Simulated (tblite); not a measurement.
Isomers of C6H14FNSi. All values are computed: GFN2-xTB (tblite) harmonic vibrations without scaling, gas phase. The method is semi-empirical: single wavenumbers can be off by several per cent or more. Modes of hydrogen on silicon can be 10 to 20 % off. One conformer each.

Electronic energies: GFN2-xTB at the same geometries; isomer energies are rough at this level and their order can be wrong.

```json
{"SMILES": "C=CC[C@H](F)[SiH2]N(C)C", "electronic energy, lowest = 0 (kcal/mol)": "66.7"}
{"SMILES": "CN[Si@@H]1CC[C@H]1[C@@H](C)F", "electronic energy, lowest = 0 (kcal/mol)": "58.5"}
{"SMILES": "CC[C@@H]1CC[C@@H]1N[SiH2]F", "electronic energy, lowest = 0 (kcal/mol)": "0.0"}
{"SMILES": "CCC[C@@H]1C[Si@@H](CF)N1", "electronic energy, lowest = 0 (kcal/mol)": "58.2"}
```

Task: How do GFN2-xTB zero-point energies change the relative energies?

Result: 
```json
{"SMILES": "CC[C@@H]1CC[C@@H]1N[SiH2]F", "ZPE (kcal/mol)": "120.1", "of it from modes above 1550 cm⁻¹": "58.8", "electronic (kcal/mol)": "0.0", "with ZPE, lowest = 0 (kcal/mol)": "0.0", "lowest mode (cm⁻¹)": "25", "rings": "1"}
{"SMILES": "CCC[C@@H]1C[Si@@H](CF)N1", "ZPE (kcal/mol)": "120.5", "of it from modes above 1550 cm⁻¹": "59.4", "electronic (kcal/mol)": "58.2", "with ZPE, lowest = 0 (kcal/mol)": "58.5", "lowest mode (cm⁻¹)": "27", "rings": "1"}
{"SMILES": "CN[Si@@H]1CC[C@H]1[C@@H](C)F", "ZPE (kcal/mol)": "120.1", "of it from modes above 1550 cm⁻¹": "59.4", "electronic (kcal/mol)": "58.5", "with ZPE, lowest = 0 (kcal/mol)": "58.5", "lowest mode (cm⁻¹)": "45", "rings": "1"}
{"SMILES": "C=CC[C@H](F)[SiH2]N(C)C", "ZPE (kcal/mol)": "117.0", "of it from modes above 1550 cm⁻¹": "60.3", "electronic (kcal/mol)": "66.7", "with ZPE, lowest = 0 (kcal/mol)": "63.6", "lowest mode (cm⁻¹)": "35", "rings": "0"}
```

The zero-point energies span 3.5 kcal/mol, from `C=CC[C@H](F)[SiH2]N(C)C` to `CCC[C@@H]1C[Si@@H](CF)N1`. The order is unchanged, ties at the printed digit aside.

Task: What do entropy and thermal enthalpy add at 298.15 K and 1 bar (rigid rotor, harmonic oscillator, one conformer each)?

Result: 
| SMILES | point group | symmetry number | S (cal/(mol K)) | H − H(0) (kcal/mol) | ZPE + H − H(0) − TS (kcal/mol) |
| --- | --- | --- | --- | --- | --- |
| CC[C@@H]1CC[C@@H]1N[SiH2]F | C1 | 1 | 107.2 | 7.70 | 95.9 |
| CCC[C@@H]1C[Si@@H](CF)N1 | C1 | 1 | 108.8 | 7.92 | 96.0 |
| CN[Si@@H]1CC[C@H]1[C@@H](C)F | C1 | 1 | 107.9 | 8.04 | 96.0 |
| C=CC[C@H](F)[SiH2]N(C)C | C1 | 1 | 113.1 | 8.60 | 91.9 |
